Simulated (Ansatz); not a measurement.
`[F][Zr]([F])([F])[SeH]`, charge 0, multiplicity 1.

**Question.** Give a relaxed structure at PBE0-D4/def2-TZVP (Ansatz). (Estimate.)

**Answer.** Computed: 
Cartesian coordinates in Å:
```
F -0.0777 -1.2166 1.6407
Zr -0.3960 -0.4475 -0.0569
F -0.6070 -1.7698 -1.3861
F -1.9382 0.6356 0.0951
Se 1.6218 0.9985 -0.7550
H 1.3972 1.7997 0.4622
```
Point group Cs.
